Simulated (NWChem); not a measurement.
System: GeICl, singlet; SMILES [Cl][Ge][I]

Input file for NWChem:

```
start job
memory heap 200 mb stack 900 mb global 1100 mb
geometry units angstroms noautoz
  Ge     0.782824    -1.050482     0.000000
  Cl    -1.070617    -2.220367     0.000000
  I     -0.125088     1.346830     0.000000
end
basis spherical
  Ge library def2-qzvp
  Cl library def2-qzvp
  I library def2-qzvp
end
ecp
  I library def2-ecp
end
dft
  xc xpbe96 cpbe96
  iterations 150
  semidirect filesize 400000000
  mulliken
end
task dft energy
```

Low-valent species are run as closed-shell singlets; no triplet was tried in these runs. Coordinates come from a PBE0/def2-SVP optimisation. def2 effective core potentials on I; no spin-orbit coupling.

### Question
Predict the main results of this run. (PBE/def2-QZVP with def2 effective core potentials on I.) Quantities: basis functions; energy (Ha); highest occupied level (eV); orbital gap (eV); dipole (D).

### Answer
```yaml
number_of_basis_functions: 227
energy (Ha): -2834.57
highest occupied level (eV): -6.55
orbital gap (eV): 2.61
dipole (D): 1.58
```
